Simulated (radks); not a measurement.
The numbers below are computed, except where a source is named.
Coulomb parameter of the 4d shell of the palladium ion Pd+ in the model configuration [Kr] 4d7.5 5s1.5, as a second difference U = [E(n + 0.25) + E(n - 0.25) - 2 E(n)] / (0.25)^2 with all orbitals relaxed. "Bare": the charge of the atom changes with n. "Screened": the 5s shell takes up the change at fixed total charge, which measures U(4d,4d) + U(5s,5s) - 2 U(4d,5s). Level of theory: Dirac Kohn-Sham, PBE, spin-unpolarised, spherical densities, finite nucleus; open shells are shared between the two j in proportion to 2j + 1; Fermi nuclear charge, rms radius 4.5318 fm (a radial shooting solver on a logarithmic mesh with Libxc functionals).

case                 configuration  E - E(n) (eV)
start             [Kr] 4d7.5 5s1.5          0.000
bare +0.25       [Kr] 4d7.75 5s1.5         -4.546
bare -0.25       [Kr] 4d7.25 5s1.5          5.333
screened +0.25  [Kr] 4d7.75 5s1.25         -1.577
screened -0.25  [Kr] 4d7.25 5s1.75          1.712

U(bare) = 12.599 eV, U(screened by 5s) = 2.166 eV.
